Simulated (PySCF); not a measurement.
Stationary points of WN(OH)2

All numbers come from PBE0/[W def2-TZVP with ECP60, N def2-TZVP, O def2-TZVP, H def2-TZVP], scalar-relativistic core potentials, density fitting, no spin–orbit coupling, PySCF.

Relaxations began from a few typed shapes; open shells are unrestricted. The search is not exhaustive: other isomers or separated fragments can lie lower, and high-lying points may rest on an excited occupation.

```tsv
spin	group	bonds	angles	imaginary modes (cm⁻¹)	ΔE (kJ/mol)	ΔE with ZPE (kJ/mol)
doublet	Cs	O–H 0.960 Å (×2), W–N 1.664 Å, W–O 1.892 Å (×2)	H–O–W 123.7° (×2), N–W–O 109.2° (×2), O–W–O 128.3°	none	0.0	0.0
doublet	C2v	O–H 0.960 Å (×2), W–N 1.664 Å, W–O 1.900 Å (×2)	H–O–W 125.1° (×2), N–W–O 110.9° (×2), O–W–O 138.3°	88i	4.5	–
doublet	C1	O–H 0.960 Å (×2), W–N 1.662 Å, W–O 1.892 Å, W–O 1.905 Å	H–O–W 123.8°, H–O–W 125.1°, N–W–O 106.9°, N–W–O 109.5°, O–W–O 136.3°	none	19.5	18.4
doublet	Cs	O–H 0.959 Å (×2), W–N 1.663 Å, W–O 1.896 Å, W–O 1.908 Å	H–O–W 124.3°, H–O–W 127.7°, N–W–O 107.8°, N–W–O 110.0°, O–W–O 142.2°	57i	20.5	–
```

The lowest minimum found is the doublet Cs: O–H 0.960 Å (×2), W–N 1.664 Å, W–O 1.892 Å (×2); H–O–W 123.7° (×2), N–W–O 109.2° (×2), O–W–O 128.3°.

For the lowest minimum: open d and f shells are described by one determinant, and the ground state may have another occupation or spin. With an element this heavy the missing spin–orbit coupling can shift these numbers.
